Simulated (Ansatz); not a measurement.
Basis sets compared for WO2(NH2)2 (WN₂O₂H₄). The state is a singlet with charge 0. Geometry B3LYP-D4/def2-SVP. Ansatz on 4 threads of Arm Neoverse V1 on a shared host; times are rough, and most runs start from earlier orbitals.

| atom | x (Å) | y (Å) | z (Å) |
| --- | --- | --- | --- |
| W1 | 0.490 | -0.350 | 0.250 |
| O2 | 0.662 | -0.643 | 1.939 |
| O3 | 1.723 | -1.060 | -0.722 |
| N4 | 0.555 | 1.587 | -0.028 |
| H5 | 0.920 | 2.036 | -0.865 |
| H6 | 0.305 | 2.277 | 0.676 |
| N7 | -1.225 | -1.108 | -0.314 |
| H8 | -2.022 | -1.248 | 0.302 |
| H9 | -1.409 | -1.489 | -1.239 |

In the def2 sets W takes a core potential; there is no spin–orbit coupling.

| level | functions | energy (Eh) | HOMO (eV) | LUMO (eV) | wall time |
| --- | --- | --- | --- | --- | --- |
| PBE-D4/def2-SVP | 108 | -329.2057 | -6.25 | -2.07 | 1.1 s |
| PBE-D4/def2-TZVP | 188 | -329.5396 | -6.40 | -2.15 | 3.1 s |
| r2SCAN-D4/def2-TZVP | 188 | -329.6742 | -6.73 | -2.04 | 4.4 s |
| PBE0-D4/def2-SVP | 108 | -329.1219 | -7.71 | -1.28 | 1.4 s |
| PBE0-D4/def2-TZVP (with forces) | 188 | -329.4579 | -7.81 | -1.31 | 5.5 s |

Task: Estimate the rows for PBE-D4/def2-TZVPD, r2SCAN-D4/def2-TZVPD, PBE0-D4/def2-TZVPD.

Result: 
```csv
level,functions,energy (Eh),HOMO (eV),LUMO (eV),wall time
PBE-D4/def2-TZVPD,233,-329.5430,-6.48,-2.25,2.7 s
r2SCAN-D4/def2-TZVPD,233,-329.6768,-6.77,-2.10,6 s
PBE0-D4/def2-TZVPD,233,-329.4607,-7.86,-1.39,4.4 s
```
